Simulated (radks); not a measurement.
The beryllium ion Be+ inside a hard spherical wall (all orbitals vanish at R), configuration held at [He] 2s1 and not refilled when levels cross. Method: non-relativistic Kohn-Sham, PBE, spin-polarised, spherical densities, point nucleus; open shells are filled with parallel spins first; computed with a radial shooting solver on a logarithmic mesh with Libxc functionals. Eigenvalues in eV for spin up, with the zero of energy where the potential of the charges vanishes at infinity; a dash marks a level that is unbound or too diffuse for the functional's potential to be trusted. A positive occupied level is held by the wall or, in an anion where self-interaction has pushed it up, behind a barrier. The pressure on the wall is -dE/dV.

R (bohr) = free: E (hartree) -14.29932; kinetic (hartree) 14.249; e(1s) -117.80; e(2s) -14.472; e(2p, empty) -10.446; e(3s, empty) -; pressure (GPa) 0
R (bohr) = 20: E (hartree) -14.29932; kinetic (hartree) 14.249; e(1s) -117.80; e(2s) -14.472; e(2p, empty) -10.446; e(3s, empty) -; pressure (GPa) < 0.0001
R (bohr) = 15: E (hartree) -14.29932; kinetic (hartree) 14.249; e(1s) -117.80; e(2s) -14.472; e(2p, empty) -10.446; e(3s, empty) -; pressure (GPa) < 0.0001
R (bohr) = 12: E (hartree) -14.29932; kinetic (hartree) 14.249; e(1s) -117.80; e(2s) -14.472; e(2p, empty) -10.446; e(3s, empty) -3.803; pressure (GPa) < 0.0001
R (bohr) = 4: E (hartree) -14.24197; kinetic (hartree) 14.530; e(1s) -115.99; e(2s) -12.302; e(2p, empty) -7.940; e(3s, empty) 20.704; pressure (GPa) 12.4
R (bohr) = 3: E (hartree) -14.04463; kinetic (hartree) 15.154; e(1s) -113.10; e(2s) -6.033; e(2p, empty) -2.316; e(3s, empty) 55.776; pressure (GPa) 101
R (bohr) = 1.5: E (hartree) -10.85234; kinetic (hartree) 21.886; e(1s) -96.379; e(2s) 84.681; e(2p, empty) 56.250; e(3s, empty) 361.92; pressure (GPa) 7700
